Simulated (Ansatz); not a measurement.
Ansatz (a quantum-chemistry and plane-wave program) input (B3LYP-D3(BJ)/def2-TZVP):

Ansatz 0.2 input:
```yaml
crystal:
  periodic: [false, false, false]
  atoms:
    - {symbol: C, position_ang: [2.59185668, 0.23353234, 0.85959796]}
    - {symbol: C, position_ang: [1.33963107, 0.63465522, 0.08654331]}
    - {symbol: C, position_ang: [0.48590429, -0.57869770, -0.32598208]}
    - {symbol: C, position_ang: [-0.72759448, -0.19424485, -1.10378557]}
    - {symbol: C, position_ang: [-1.99365948, -0.00235347, -0.57158579]}
    - {symbol: C, position_ang: [-2.36340410, -0.15470936, 0.74722316]}
    - {symbol: H, position_ang: [3.18025573, 1.10773097, 1.14406005]}
    - {symbol: H, position_ang: [2.33302663, -0.30599380, 1.77389033]}
    - {symbol: H, position_ang: [3.23193730, -0.41933941, 0.26121653]}
    - {symbol: H, position_ang: [0.72411041, 1.30647641, 0.69034943]}
    - {symbol: H, position_ang: [1.61934517, 1.19658044, -0.80924864]}
    - {symbol: H, position_ang: [0.20802208, -1.13535541, 0.57261896]}
    - {symbol: H, position_ang: [1.10695735, -1.25070743, -0.92752898]}
    - {symbol: H, position_ang: [-0.59058924, -0.00064118, -2.16190201]}
    - {symbol: H, position_ang: [-2.76902149, 0.30331743, -1.26815913]}
    - {symbol: H, position_ang: [-3.38235811, 0.02065009, 1.06134568]}
    - {symbol: H, position_ang: [-1.65808991, -0.45181096, 1.51129186]}
basis:
  gaussian:
    orbitals: def2-TZVP
hamiltonian:
  xc: b3lyp
  dispersion: d3bj
magnetization: {spin_polarized: true, initial_magnetization: 1}
phonons: {temperatures: {t_min: 298.15, t_max: 298.15, t_step: 100}}
```

Output:

```
Functional definition: B3LYP
integrals: 0.19 GiB planned
1564 factors; their error is unknown
0.35 GiB of the device are held for the grids
1.40 GiB of device memory are held for the factors and their scratch space
mean field: 1.75 GiB planned
mean field evaluation 1: about -6387.4861 eV, gradient 5.6e1 eV
mean field evaluation 2: about -6378.3217 eV, gradient 6.9e1 eV
mean field evaluation 4: about -6402.7458 eV, gradient 4.4e0 eV
mean field evaluation 8: about -6402.8480 eV, gradient 1.7e-1 eV
mean field evaluation 16: about -6402.8086 eV, gradient 8.5e-4 eV
mean field -6402.80862112 eV, -235.2988768466 hartree, gradient 7.5e-5 eV, S^2 0.776178; 0 other end points of the search recorded, 0 dependent functions left out
the calculation of the forces begins
reference -6402.80894598 eV, -235.2988887850 hartree; 24, 23 occupied and 228, 229 virtual orbitals, 1564 factors
these checks for a lower state are left out or cut short: stability, starts, cluster_reference, orbital_swaps, neighbouring_geometries, increment
integrals: 0.19 GiB planned
1564 factors; their error is unknown
0.35 GiB of the device are held for the grids
1.40 GiB of device memory are held for the factors and their scratch space
mean field: 1.74 GiB planned
mean field -6402.80852140 eV, -235.2988731821 hartree, gradient 2.1e-6 eV, S^2 0.776178; 0 other end points of the search recorded, 0 dependent functions left out
the calculation of the forces begins
reference -6402.80884620 eV, -235.2988851183 hartree; 24, 23 occupied and 228, 229 virtual orbitals, 1564 factors
these checks for a lower state are left out or cut short: stability, starts, cluster_reference, orbital_swaps, neighbouring_geometries, increment
integrals: 0.19 GiB planned
1564 factors; their error is unknown
0.35 GiB of the device are held for the grids
1.40 GiB of device memory are held for the factors and their scratch space
mean field: 1.75 GiB planned
mean field evaluation 32: about -6402.8084 eV, gradient 6.5e-3 eV
mean field -6402.80841898 eV, -235.2988694180 hartree, gradient 2.1e-6 eV, S^2 0.776179; 0 other end points of the search recorded, 0 dependent functions left out
the calculation of the forces begins
reference -6402.80874390 eV, -235.2988813587 hartree; 24, 23 occupied and 228, 229 virtual orbitals, 1564 factors
these checks for a lower state are left out or cut short: stability, starts, cluster_reference, orbital_swaps, neighbouring_geometries, increment
integrals: 0.19 GiB planned
1564 factors; their error is unknown
0.35 GiB of the device are held for the grids
1.40 GiB of device memory are held for the factors and their scratch space
mean field: 1.75 GiB planned
mean field -6402.80846203 eV, -235.2988710002 hartree, gradient 2.1e-6 eV, S^2 0.776182; 0 other end points of the search recorded, 0 dependent functions left out
the calculation of the forces begins
reference -6402.80878692 eV, -235.2988829396 hartree; 24, 23 occupied and 228, 229 virtual orbitals, 1564 factors
these checks for a lower state are left out or cut short: stability, starts, cluster_reference, orbital_swaps, neighbouring_geometries, increment
integrals: 0.19 GiB planned
1564 factors; their error is unknown
0.35 GiB of the device are held for the grids
1.40 GiB of device memory are held for the factors and their scratch space
mean field: 1.75 GiB planned
mean field -6402.80844110 eV, -235.2988702310 hartree, gradient 2.1e-6 eV, S^2 0.776175; 0 other end points of the search recorded, 0 dependent functions left out
[...]
reference -6402.80886830 eV, -235.2988859303 hartree; 24, 23 occupied and 228, 229 virtual orbitals, 1564 factors
these checks for a lower state are left out or cut short: stability, starts, cluster_reference, orbital_swaps, neighbouring_geometries, increment
integrals: 0.19 GiB planned
1564 factors; their error is unknown
0.35 GiB of the device are held for the grids
1.40 GiB of device memory are held for the factors and their scratch space
mean field: 1.75 GiB planned
mean field -6402.80861417 eV, -235.2988765910 hartree, gradient 2.1e-6 eV, S^2 0.776179; 0 other end points of the search recorded, 0 dependent functions left out
the calculation of the forces begins
reference -6402.80893904 eV, -235.2988885301 hartree; 24, 23 occupied and 228, 229 virtual orbitals, 1564 factors
these checks for a lower state are left out or cut short: stability, starts, cluster_reference, orbital_swaps, neighbouring_geometries, increment
integrals: 0.19 GiB planned
1564 factors; their error is unknown
0.35 GiB of the device are held for the grids
1.40 GiB of device memory are held for the factors and their scratch space
mean field: 1.75 GiB planned
mean field evaluation 672: about -6402.8464 eV, gradient 4.8e-1 eV
mean field -6402.80861260 eV, -235.2988765336 hartree, gradient 2.1e-6 eV, S^2 0.776178; 0 other end points of the search recorded, 0 dependent functions left out
the calculation of the forces begins
reference -6402.80893745 eV, -235.2988884714 hartree; 24, 23 occupied and 228, 229 virtual orbitals, 1564 factors
these checks for a lower state are left out or cut short: stability, starts, cluster_reference, orbital_swaps, neighbouring_geometries, increment
integrals: 0.19 GiB planned
1564 factors; their error is unknown
0.35 GiB of the device are held for the grids
1.40 GiB of device memory are held for the factors and their scratch space
mean field: 1.75 GiB planned
mean field -6402.80861241 eV, -235.2988765265 hartree, gradient 2.1e-6 eV, S^2 0.776183; 0 other end points of the search recorded, 0 dependent functions left out
the calculation of the forces begins
reference -6402.80893728 eV, -235.2988884653 hartree; 24, 23 occupied and 228, 229 virtual orbitals, 1564 factors
these checks for a lower state are left out or cut short: stability, starts, cluster_reference, orbital_swaps, neighbouring_geometries, increment
integrals: 0.19 GiB planned
1564 factors; their error is unknown
0.35 GiB of the device are held for the grids
1.40 GiB of device memory are held for the factors and their scratch space
mean field: 1.74 GiB planned
mean field -6402.80858251 eV, -235.2988754277 hartree, gradient 2.0e-6 eV, S^2 0.776174; 0 other end points of the search recorded, 0 dependent functions left out
the calculation of the forces begins
reference -6402.80890736 eV, -235.2988873657 hartree; 24, 23 occupied and 228, 229 virtual orbitals, 1564 factors
these checks for a lower state are left out or cut short: stability, starts, cluster_reference, orbital_swaps, neighbouring_geometries, increment
integrals: 0.19 GiB planned
1564 factors; their error is unknown
0.35 GiB of the device are held for the grids
1.40 GiB of device memory are held for the factors and their scratch space
mean field: 1.75 GiB planned
mean field -6402.80853363 eV, -235.2988736315 hartree, gradient 2.1e-6 eV, S^2 0.776180; 0 other end points of the search recorded, 0 dependent functions left out
the calculation of the forces begins
reference -6402.80885851 eV, -235.2988855704 hartree; 24, 23 occupied and 228, 229 virtual orbitals, 1564 factors
these checks for a lower state are left out or cut short: stability, starts, cluster_reference, orbital_swaps, neighbouring_geometries, increment
integrals: 0.19 GiB planned
1564 factors; their error is unknown
0.35 GiB of the device are held for the grids
1.40 GiB of device memory are held for the factors and their scratch space
mean field: 1.75 GiB planned
mean field evaluation 704: about -6402.8086 eV, gradient 6.5e-3 eV
mean field -6402.80859717 eV, -235.2988759666 hartree, gradient 2.1e-6 eV, S^2 0.776176; 0 other end points of the search recorded, 0 dependent functions left out
the calculation of the forces begins
reference -6402.80892202 eV, -235.2988879045 hartree; 24, 23 occupied and 228, 229 virtual orbitals, 1564 factors
these checks for a lower state are left out or cut short: stability, starts, cluster_reference, orbital_swaps, neighbouring_geometries, increment
integrals: 0.19 GiB planned
1564 factors; their error is unknown
0.35 GiB of the device are held for the grids
1.40 GiB of device memory are held for the factors and their scratch space
mean field: 1.75 GiB planned
mean field -6402.80859964 eV, -235.2988760574 hartree, gradient 2.1e-6 eV, S^2 0.776177; 0 other end points of the search recorded, 0 dependent functions left out
the calculation of the forces begins
reference -6402.80892452 eV, -235.2988879964 hartree; 24, 23 occupied and 228, 229 virtual orbitals, 1564 factors
these checks for a lower state are left out or cut short: stability, starts, cluster_reference, orbital_swaps, neighbouring_geometries, increment
integrals: 0.19 GiB planned
1564 factors; their error is unknown
0.35 GiB of the device are held for the grids
1.40 GiB of device memory are held for the factors and their scratch space
mean field: 1.75 GiB planned
mean field -6402.80861762 eV, -235.2988767180 hartree, gradient 2.1e-6 eV, S^2 0.776179; 0 other end points of the search recorded, 0 dependent functions left out
the calculation of the forces begins
reference -6402.80894246 eV, -235.2988886558 hartree; 24, 23 occupied and 228, 229 virtual orbitals, 1564 factors
these checks for a lower state are left out or cut short: stability, starts, cluster_reference, orbital_swaps, neighbouring_geometries, increment
integrals: 0.19 GiB planned
1564 factors; their error is unknown
0.35 GiB of the device are held for the grids
1.40 GiB of device memory are held for the factors and their scratch space
mean field: 1.75 GiB planned
mean field -6402.80859228 eV, -235.2988757867 hartree, gradient 2.1e-6 eV, S^2 0.776184; 0 other end points of the search recorded, 0 dependent functions left out
the calculation of the forces begins
reference -6402.80891716 eV, -235.2988877258 hartree; 24, 23 occupied and 228, 229 virtual orbitals, 1564 factors
these checks for a lower state are left out or cut short: stability, starts, cluster_reference, orbital_swaps, neighbouring_geometries, increment
integrals: 0.19 GiB planned
1564 factors; their error is unknown
0.35 GiB of the device are held for the grids
1.40 GiB of device memory are held for the factors and their scratch space
mean field: 1.75 GiB planned
mean field -6402.80852601 eV, -235.2988733513 hartree, gradient 2.1e-6 eV, S^2 0.776172; 0 other end points of the search recorded, 0 dependent functions left out
the calculation of the forces begins
reference -6402.80885085 eV, -235.2988852890 hartree; 24, 23 occupied and 228, 229 virtual orbitals, 1564 factors
Total energy: -6403.40674216 eV, -235.3208573895 hartree
Atom 0 at     2.591857     0.233532     0.859598 Å, force    -0.000243    -0.000177    -0.000152 eV/Å
Atom 1 at     1.339631     0.634655     0.086543 Å, force     0.000495     0.000823     0.000089 eV/Å
Atom 2 at     0.485904    -0.578698    -0.325982 Å, force    -0.000426    -0.001194     0.000073 eV/Å
Atom 3 at    -0.727594    -0.194245    -1.103786 Å, force     0.000430     0.000708     0.000465 eV/Å
Atom 4 at    -1.993659    -0.002353    -0.571586 Å, force     0.000157     0.000534    -0.000395 eV/Å
Atom 5 at    -2.363404    -0.154709     0.747223 Å, force    -0.000029     0.000435     0.000333 eV/Å
Atom 6 at     3.180256     1.107731     1.144060 Å, force    -0.000191    -0.000143    -0.000128 eV/Å
Atom 7 at     2.333027    -0.305994     1.773890 Å, force     0.000127    -0.000059    -0.000085 eV/Å
Atom 8 at     3.231937    -0.419339     0.261217 Å, force    -0.000091     0.000090     0.000049 eV/Å
Atom 9 at     0.724110     1.306476     0.690349 Å, force     0.000063    -0.000103    -0.000045 eV/Å
Atom 10 at     1.619345     1.196580    -0.809249 Å, force    -0.000237     0.000019     0.000117 eV/Å
Atom 11 at     0.208022    -1.135355     0.572619 Å, force     0.000261     0.000399    -0.000352 eV/Å
Atom 12 at     1.106957    -1.250707    -0.927529 Å, force    -0.000046     0.000053     0.000185 eV/Å
Atom 13 at    -0.590589    -0.000641    -2.161902 Å, force    -0.000058    -0.000378     0.000059 eV/Å
Atom 14 at    -2.769021     0.303317    -1.268159 Å, force    -0.000069    -0.000457     0.000034 eV/Å
Atom 15 at    -3.382358     0.020650     1.061346 Å, force     0.000119    -0.000127    -0.000115 eV/Å
Atom 16 at    -1.658090    -0.451811     1.511292 Å, force    -0.000261    -0.000423    -0.000132 eV/Å
Dipole moment:     0.093295     0.023447    -0.022780 e Å
Vibrations: 34.55 91.28 185.59 238.77 289.60 337.76 423.76 538.89 583.91 723.21 752.90 796.42 867.49 891.64 959.95 991.52 1027.88 1044.58 1100.06 1119.81 1206.29 1241.71 1265.65 1302.89 1326.98 1370.97 1412.88 1436.13 1478.10 1491.75 1497.61 1499.90 1510.90 1532.12 3012.53 3024.71 3027.67 3045.71 3063.75 3087.80 3091.34 3132.03 3155.13 3161.87 3243.40 cm⁻¹, zero-point energy 4.129874 eV
```

It need not be the lowest isomer of its formula.
